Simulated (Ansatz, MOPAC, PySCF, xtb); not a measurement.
N2 (SMILES N#N) and GeH4 (SMILES [GeH4]) are pulled apart as rigid monomers along the line of their centres of mass, from the B3LYP-D3(BJ)/def2-TZVP minimum. Starting geometry (charge 0, multiplicity 1):
```xyz
7

N     -0.21362    -0.07657    -1.11253
N     -0.50002     0.37811    -0.16329
Ge     0.14165    -0.05905     3.35463
H      0.51980    -0.38048     4.80891
H     -0.53916    -1.28224     2.72325
H      1.41160     0.28368     2.56210
H     -0.82041     1.13658     3.32684
```

Interaction energies with rigid monomers; basis-set methods are counterpoise corrected unless marked otherwise.

Frozen-core correlation. Filled d and f shells under p-block atoms count as core. Rows in 6-31G* carry no dispersion term and start afresh at each structure (6-31G* with six Cartesian d functions); the Pople sets are all-electron and without relativity. The state that PM6 reach isn't checked.

Codes used: Ansatz (a program for electronic structure) with Gaussian orbitals; MOPAC for PM6 (differences of heats of formation); PySCF for 6-31G* rows; xtb for the GFN methods. Values without a source in brackets are computed.

```
N2···Ge3 (Å)  PM6 (kJ/mol)  GFN1-xTB (kJ/mol)  HF/aug-cc-pVTZ (kJ/mol)  B3LYP/6-31G* (kJ/mol)  MP2/aug-cc-pVTZ (kJ/mol)
------------  ------------  -----------------  -----------------------  ---------------------  ------------------------
3.24                   2.0              -44.1                      6.8                    5.1                      -0.9
3.60                  -0.2              -33.2                      1.9                    1.6                      -2.6
4.14                  -0.4              -19.4                      0.1                    0.4                      -1.9
5.04                  -0.1               -6.2                     -0.1                    [?]                      -0.7
6.48                   [?]               -0.6                      0.0                    0.0                      -0.2
```

**Question.** Fill in the missing entries.

**Answer.** 
- 5.04, B3LYP/6-31G* (kJ/mol): 0.0
- 6.48, PM6 (kJ/mol): 0.0
